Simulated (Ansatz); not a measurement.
Consider the ligand exchange at the Hf–O bond: `[OH][Hf]12345678([Cl])([C@H]9[C@@H]1[C@@H]2[C@@H]3[C@H]94)[C@H]1[C@@H]5[C@@H]6[C@@H]7[C@H]18` + H–F → `[F][Hf]12345678([Cl])([C@H]9[C@@H]1[C@@H]2[C@@H]3[C@H]94)[C@H]1[C@@H]5[C@@H]6[C@@H]7[C@H]18` + H₂O.

Computed with Ansatz on PBE0-D4/def2-TZVP structures; ΔE is electronic, products minus reactants. CCSD(T)/CBS is the MP2 limit (def2-TZVPP, def2-QZVPP) plus CCSD(T) − MP2 in def2-TZVPP, frozen cores. This one scheme is used for every species. DFT in def2-TZVPP. Elements past krypton have def2 core potentials. For Hf outer-core shells are correlated without core-valence functions, which leaves a few kJ/mol of doubt a bond. Each species was taken in one conformer, which may not be the lowest.

Is it downhill or uphill in electronic energy at CCSD(T)/CBS, and by how much? (An estimate is asked.)

Computed: Downhill: ΔE = -55.5 kJ/mol.

What do these levels give: PBE-D4, revPBE-D4, BLYP-D4, r2SCAN-D4, r2SCANh-D4, r2SCAN0-D4, revPBE, r2SCAN, BHLYP, CAM-B3LYP, CCSD/def2-SVP, MP2/def2-QZVPP? (Estimate.)

The calculation gave: PBE-D4 -60.0, revPBE-D4 -58.3, BLYP-D4 -60.9, r2SCAN-D4 -63.4, r2SCANh-D4 -62.8, r2SCAN0-D4 -61.9, revPBE -66.2, r2SCAN -64.7, BHLYP -67.6, CAM-B3LYP -67.5, CCSD/def2-SVP -63.0, MP2/def2-QZVPP -50.3 kJ/mol.

Largest T1 diagnostic among the species: 0.012.

Leaving LDA and LC-ωPBE aside and taking each functional with its dispersion term where it has one, the values, not all of them listed here, spread over 8.4 kJ/mol, from B97M-V to PBE-QIDH. LDA lies +7.2 kJ/mol from PBE without D4. The D4 term adds +5.7 kJ/mol with B3LYP and +3.4 kJ/mol with PBE0; it sums over pairs of atoms, weighted by their polarisabilities, and B3LYP, whose exchange is more repulsive, gets the larger term. In def2-TZVPP, CCSD(T) changes the Hartree–Fock value by +15.8 kJ/mol (the triples alone add +2.6 kJ/mol) and MP2 by +21.4 kJ/mol.

B3LYP here is the variant with VWN-RPA as its local correlation; programs differ in this.
